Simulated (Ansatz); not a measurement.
Ga11Sb12H32⁺, a nanocrystal cut from zinc blende GaSb (hydrogen-capped), relaxed as a singlet with RKS PBE-D4/def2-SVP in Ansatz, starting from a model built from a lattice or polyhedron. Force threshold 0.03 eV/Å.

In the def2 sets Sb takes a core potential; there is no spin–orbit coupling. Single mean-field runs in def2-SVP are fitted with def2-universal-jkfit.

Start:

Cartesian coordinates in Å:
```
Ga -4.463 0.959 2.667
Ga 0.181 -4.813 1.787
Ga 0.887 -3.617 -2.306
Ga -3.764 2.145 -1.418
Ga -1.105 -0.144 -3.912
Ga -1.784 -1.335 0.165
Ga -0.232 1.032 3.420
Ga 2.461 -1.232 0.944
Ga 0.442 2.200 -0.658
Ga 3.151 -0.048 -3.154
Ga 4.744 2.318 0.054
Sb -2.003 -3.387 1.797
Sb -4.020 0.055 0.208
Sb -2.454 2.442 3.436
Sb -1.337 -2.217 -2.286
Sb 2.210 -3.308 2.548
Sb 2.919 -2.099 -1.527
Sb -3.334 1.288 -3.872
Sb -1.733 3.640 -0.635
Sb 0.925 1.353 -3.133
Sb 0.222 0.179 0.949
Sb 4.459 0.264 1.716
Sb 2.481 3.762 0.098
H -5.769 1.794 2.683
H -4.620 -0.248 3.626
H 0.050 -6.022 2.692
H 0.464 -5.334 0.345
H 1.149 -4.147 -3.770
H 0.753 -4.812 -1.378
H -5.067 2.977 -1.394
H -0.818 -0.638 -5.350
H -0.389 -0.144 4.344
H 0.940 1.923 3.857
H 3.431 -0.565 -4.586
H 4.340 0.837 -2.683
H 4.977 1.815 -1.375
H 5.913 3.213 0.517
H -3.339 -4.389 1.299
H -2.334 -2.835 3.393
H -5.319 -0.917 -0.304
H -2.747 3.011 5.000
H -2.295 3.842 2.382
H -2.674 -3.180 -2.791
H 3.662 -4.243 2.541
H 1.911 -2.743 4.155
H 4.342 -3.042 -1.559
H -4.642 0.282 -4.406
H -3.143 2.627 -4.951
H -1.589 4.995 -1.705
H -2.053 4.227 0.947
H 1.088 2.711 -4.208
H 4.185 0.814 3.335
H 5.894 -0.656 1.673
H 2.195 4.323 1.716
H 2.651 5.089 -0.931
```

(1) Estimate the energy that the relaxation releases and the steps that it takes.

(2) Does the start keep its bonding?

(3) Predict the relaxed structure.

## Answers

(1) 2.96 eV, in 22 steps; 2.6 min on 11 threads of AMD EPYC 7R13 on a shared host and a whole NVIDIA H100 80GB HBM3. No frequencies were taken in this run, so the end may be a saddle point.

(2) By distances, no bond broke or formed. The bond that changes most is Ga2–Sb12, from 2.61 to 2.73 Å (atoms count from 1).

(3) 
Cartesian coordinates in Å:
```
Ga -4.657 0.690 2.870
Ga -0.079 -4.948 2.551
Ga 0.812 -3.975 -2.274
Ga -4.048 2.306 -1.444
Ga -1.059 -0.216 -4.216
Ga -1.861 -1.228 -0.090
Ga 0.212 0.785 3.394
Ga 2.377 -1.293 0.441
Ga 0.530 2.191 -0.912
Ga 3.481 0.176 -3.293
Ga 5.065 2.787 0.682
Sb -1.997 -3.177 1.748
Sb -4.039 0.257 0.247
Sb -2.279 1.799 3.575
Sb -1.253 -2.208 -2.464
Sb 2.079 -3.321 2.172
Sb 2.762 -2.106 -2.022
Sb -3.304 1.232 -3.795
Sb -1.748 3.601 -0.877
Sb 0.981 1.261 -3.339
Sb 0.204 0.193 0.766
Sb 4.362 0.252 1.387
Sb 2.553 3.665 0.012
H -5.754 1.814 2.908
H -4.691 -0.744 3.518
H -0.259 -5.109 4.101
H 0.005 -6.013 1.403
H 0.930 -4.750 -3.633
H 0.662 -4.583 -0.821
H -5.287 3.273 -1.521
H -0.968 -0.609 -5.739
H 0.221 -0.627 4.110
H 1.282 1.929 3.606
H 3.938 -0.101 -4.768
H 4.228 1.037 -2.194
H 5.805 2.663 -0.694
H 5.436 3.561 1.996
H -3.456 -4.020 1.429
H -2.579 -2.317 3.113
H -5.283 -0.711 -0.441
H -2.500 2.501 5.125
H -2.190 3.292 2.728
H -2.690 -3.020 -2.949
H 3.456 -4.311 1.908
H 2.592 -2.684 3.680
H 4.223 -2.988 -1.802
H -4.640 0.272 -4.279
H -3.465 2.434 -5.009
H -1.594 4.965 -1.906
H -1.889 4.451 0.605
H 0.956 2.675 -4.318
H 4.163 0.196 3.091
H 5.777 -0.716 1.327
H 1.830 4.487 1.333
H 2.648 5.029 -1.025
```
Bond lengths (bridged metal pairs left out): 30 × Ga–Sb 2.62 to 2.74 Å; 18 × H–Sb 1.71 to 1.72 Å; 14 × Ga–H 1.57 to 1.58 Å.
